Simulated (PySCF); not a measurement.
CH₄OSe, SMILES [SeH]CO at its B3LYP/def2-SVP optimised geometry (Å):

```
7

O      0.9591    -0.6415     0.0000
C     -0.4269    -0.6415     0.0000
Se    -1.2658     1.1720     0.0000
H      1.2658    -0.1352    -0.7658
H     -0.8804    -1.1248    -0.8859
H     -0.7638    -1.1720     0.9001
H     -0.6959     1.5560     1.3067
```

Level of theory: B3LYP/def2-TZVP run with PySCF.

Map of the electrostatic potential (hartree/e), clipped to [-0.08, 0.12] on the plane z = 0.6 Å:

```
|23333333333333333333333333333|
|22333333333333332223333333333|
|22233344444433332222333333333|
|22233445665543332222233333333|
|22233467898754332222233333333|
|22234689999985433222223333333|
|22234799999998533222223333333|
|22235999999999643222222333333|
|11235999999999853322222233333|
|11125999999999953322222223333|
|11125999999999953222222222333|
|11124999999999853221122222223|
|11113699999999853211111222222|
|11112489999999974321111122222|
|22122358999999997763211122222|
|22222346899999999999411112222|
|22222345799999999999720111222|
|22233345899999999999720011222|
|23333345899999999999410011222|
|33333445899999999974100011222|
|33333445799999975421000011222|
|33333444679998653210000111222|
|33333344556665432210001111222|
|33333344444544332211111112222|
|33333334444443332221111122222|
|33333333333333332222222222222|
|33333333333333332222222222222|
|33333333333333332222222222222|
|33333333333333333222222222222|
```
Scale: ten equal steps from -0.057 (start of '0') to 0.120 (end of '9'), in the order '0123456789'; x runs from -3.50 to 3.50, y from -3.50 (bottom) to 3.50 (top).
